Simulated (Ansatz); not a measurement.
The same path of C3H7Al (11 atoms, charge 0, multiplicity 1) was run twice with different band settings. Lost on the way: C2–H8, Al3–C4. Made: C2–C4, Al3–H8.

Theory: UKS B3LYP-D4/def2-SVP (Ansatz 0.2.0).

Relaxed end points:

```xyz
11
Properties=species:S:1:pos:R:3
C 0.194 0.709 -0.553
C -0.730 0.726 0.714
Al -0.029 -1.082 1.060
C 0.597 -0.789 -0.786
H 1.102 1.302 -0.349
H -0.285 1.165 -1.438
H -0.595 1.593 1.379
H -1.799 0.706 0.430
H 0.046 -2.168 2.223
H 1.630 -0.946 -1.132
H -0.066 -1.272 -1.528
```

```xyz
11
Properties=species:S:1:pos:R:3
C 0.255 1.045 -0.685
C 0.411 0.040 0.461
Al -1.145 -0.714 1.337
C 0.743 -0.328 -0.990
H 0.970 1.872 -0.728
H -0.754 1.322 -1.010
H 1.302 0.219 1.076
H -2.440 -0.969 0.449
H -1.150 -1.075 2.884
H 1.799 -0.460 -1.245
H 0.075 -1.010 -1.528
```

Common settings: movable images 5; climbing image yes; spring 5.0 eV/Å²; optimiser quadratic models (default); start path through a guess of the saddle point; iteration limit 60; end points relaxed.

| run | force threshold |
| --- | --- |
| 1 | 0.05 eV/Å |
| 2 | 0.5 eV/Å |

**Question.** What does each run give, and how far can it be trusted?

**Answer.** Run 1: converged after 30 iterations, highest image 2.573 eV above the first end. Neighbouring images differ by up to 1.8 eV, so the band resolves the path poorly. A vibrational analysis at the climbing image gives one clearly imaginary mode, 295i cm⁻¹: a first-order saddle point.
Run 2: converged after 12 iterations, highest image 2.588 eV above the first end. The threshold of 0.5 eV/Å is loose, so the images may lie well off the minimum-energy path. Neighbouring images differ by up to 1.5 eV, so the band resolves the path poorly. The order of the stationary point at the top wasn't checked.
The orbitals stay closed-shell, which can raise the energy where a bond breaks towards radicals; this wasn't checked here.
